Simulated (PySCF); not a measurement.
Computed IR spectrum (relative IR intensity) of a molecule C₅H₄F₂O. The structure is a stationary point at PBE-D3(BJ)/def2-SVP. The values are those of a single conformer. These are PySCF 2.14.0 with PBE-D3(BJ)/def2-SVP values and carry that method's errors. Harmonic, unscaled wavenumbers; measured fundamentals usually lie a few per cent lower.

Lines under 2 % of the strongest are left out, and lines within 2 cm⁻¹ are merged.

| ν (cm⁻¹) | relative intensity |
|---|---|
| 233 | 2.6 |
| 278 | 3.0 |
| 472 | 2.1 |
| 534 | 3.1 |
| 621 | 2.6 |
| 735 | 4.1 |
| 760 | 5.6 |
| 827 | 4.7 |
| 837 | 10 |
| 868 | 15 |
| 1018 | 41 |
| 1161 | 8.1 |
| 1176 | 100 |
| 1212 | 87 |
| 1283 | 50 |
| 1341 | 38 |
| 1418 | 14 |
| 1765 | 16 |
| 2026 | 7.0 |
| 3037 | 2.7 |
| 3157 | 2.7 |

**Question.** Identify the compound among the candidates.
A. O=C1CC=C(F)[C@@H]1F
B. C#C[C@@H]1CC(F)(F)O1
C. C=C(F)C1=C(F)OC1
D. C=C=CO/C(F)=C\F

**Answer.** D, C=C=CO/C(F)=C\F
